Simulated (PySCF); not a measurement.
SnH₄, SMILES [SnH4]. Geometry: B3LYP-D3(BJ)/def2-TZVPD. The isomer is the one that the SMILES or the coordinates give; other isomers of the formula were not compared. The def2 effective core potentials stand for the cores of Sn; spin–orbit coupling is left out.

Computed equilibrium geometry at B3LYP-D3(BJ)/def2-TZVPD (PySCF confirms it by a frequency run) as Cartesian coordinates in Å, and its point group:
point group Td.
```xyz
5

Sn     0.0000     0.0000     0.0000
H     -0.9864    -0.9864     0.9864
H      0.9864    -0.9864    -0.9864
H      0.9864     0.9864     0.9864
H     -0.9864     0.9864    -0.9864
```
Charge 0, spin multiplicity 1.
